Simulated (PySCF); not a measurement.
# One molecule, several mistakes: Al2H3NO

All numbers below are calculated, not measured. They come from PySCF 2.14.0, an open-source quantum chemistry program, on an isolated molecule that a program drew, which may never have been made. The molecule is Al2H3NO (charge 0, singlet), drawn as the SMILES string `[OH][Al]=[N][AlH2]`.

Each row is a Hartree-Fock (HF) and frozen-core CCSD(T) single point in the cc-pV(D+d)Z basis, meant for a local HF minimum. Run 1 is clean. Each other run has one planted mistake out of seven kinds, and not every kind appears here: one electron removed, one electron added, multiplicity raised by two, geometry at a saddle point, minimal basis STO-3G, one bond length entered in bohr, all coordinates scaled. The reference is restricted for singlets and unrestricted otherwise, and also for a bond in bohr. Adding or removing an electron swaps singlet and doublet. Electrons count all cores. HOMO and LUMO are orbital energies over both spins, the gradient is its largest component, and the lowest frequency (negative if imaginary) is given only where the gradient is small. Bond lengths are over the 6 bonds as drawn. T1 is the CCSD diagnostic: over 0.02 (restricted) or 0.045 (unrestricted) a single reference is doubtful.

Geometry of the clean run:
```xyz
7
Al2H3NO, angstrom
O     0.3485    2.4961    1.2554
Al    1.0722    1.0238    1.0682
N     1.7833   -0.4332    0.9104
Al    2.5216   -2.0049    0.7579
H     0.1326    3.2785    0.7811
H     2.5285   -3.0458    1.9605
H     3.2206   -2.4621   -0.5961
```

```
run  electrons  basis functions  <S^2>  HOMO (eV)  LUMO (eV)  gradient (hartree/bohr)  lowest frequency (cm^-1)  mean bond (Å)  longest bond (Å)      T1  HF (hartree)  CCSD(T) (hartree)                     mistake
  1         44               89  0.000      -9.13       1.17                  3.8e-05                        34         1.5241             1.743  0.0186    -614.94199         -615.45619                    no fault
  2         44               89  2.012      -5.68       0.46                  8.4e-02                         -         1.5241             1.743  0.0209    -614.87453         -615.35240  multiplicity raised by two
  3         43               89  0.759     -15.28      -5.63                  8.6e-02                         -         1.5241             1.743  0.0323    -614.68619         -615.15126        one electron removed
  4         44               89  0.000      -9.05       1.05                  1.9e-02                         -         1.5561             1.780  0.0195    -614.93853         -615.45718                           ?
  5         44               31  0.000      -4.27       8.71                  4.9e-02                         -         1.5241             1.743  0.0292    -607.28348         -607.49130                           ?
```

**Which mistake was planted in run 4, and what did it cost?**

The mean and the longest bond both change by the same factor, 1.021, and the gradient is no longer small. So the mistake is: all coordinates scaled. Subtracting run 1 and multiplying by 627.51 kcal/mol a hartree, the energy moved by 2.2 kcal/mol in HF and -0.6 kcal/mol in CCSD(T).

**Which mistake was planted in run 5, and what did it cost?**

It has 31 basis functions where the clean run has 89, with the same electrons and geometry. So the mistake is: minimal basis STO-3G. Subtracting run 1 and multiplying by 627.51 kcal/mol a hartree, the energy moved by 4805.8 kcal/mol in HF and 4998.0 kcal/mol in CCSD(T).

Cautions from the logs. Run 5: T1 is over the limit, so its CCSD(T) energy is less reliable.
